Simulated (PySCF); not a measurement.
Carbon: a sound run and one with changed settings

Sound run: C⁺ [He] 2s2 2p1, C²⁺ [He] 2s2. All numbers are calculated (PySCF 2.14, the non-relativistic Hamiltonian (point nucleus), in pcseg-2). The sound run starts from symmetry-adapted Hartree-Fock orbitals and uses a fine grid where one is needed.

Changed run: radial step 0.3 in ln r (0.13 in the sound run). This setting is unsound on purpose.

```csv
species,method,sound run (hartree),changed run (hartree),converged
C⁺,UHF,-37.29263,-37.29263,yes
C⁺,M06-2X,-37.42753,-37.42690,yes
C⁺,MN15,-37.39830,-37.39663,yes
C²⁺,UHF,-36.40376,-36.40376,yes
C²⁺,M06-2X,-36.52631,-36.52512,yes
C²⁺,MN15,-36.49824,-36.49781,yes
```

Ionisation energy of C⁺:

```csv
method,sound run (eV),changed run (eV)
UHF,24.187,24.187
M06-2X,24.523,24.539
MN15,24.492,24.458
```

A coarse radial grid mis-integrates the density and the exchange-correlation energy, with errors of either sign; Hartree-Fock needs no grid.

For comparison, NIST gives 24.383 eV between the lowest levels.
